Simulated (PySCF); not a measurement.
Si(Me)2(OH)(PH2) (C₂H₉OPSi), SMILES C[Si](C)(O)P.

Geometry: B3LYP-D3(BJ)/def2-SVP. The values are those of a single conformer.

Two levels are set side by side: TDDFT-PBE/def2-SVPD (PySCF) and TDDFT-B3LYP/def2-SVPD (PySCF). Vertical, same geometry. The lowest singlet is HOMO→LUMO 99 % with PBE and HOMO→LUMO 97 % with the other functional; states are paired by order. Differences are taken from unrounded values.

```
quantity                               TDDFT-B3LYP
-------------------------------------  -----------
lowest singlet excitation (eV)                5.90
lowest triplet excitation (TDA) (eV)          5.54
first bright state (f over 0.05) (eV)         7.19
its oscillator strength                       0.25
```

Question: What does TDDFT-PBE give, and how far is it from TDDFT-B3LYP? (The exact figures need the calculation; the answer reports its results.)

Answer: 
```tsv
quantity	TDDFT-PBE	TDDFT-PBE minus TDDFT-B3LYP
lowest singlet excitation (eV)	5.40	-0.50
lowest triplet excitation (TDA) (eV)	5.21	-0.32
first bright state (f over 0.05) (eV)	6.80	-0.39
its oscillator strength	0.05	-0.20
```

A lower first singlet is the usual sign of a functional without exact exchange. Differences between two approximate levels are no errors against the true value.

Rough cost on one machine, each run with all the roots and properties that it gave: TDDFT-B3LYP against TDDFT-PBE about 4 times.
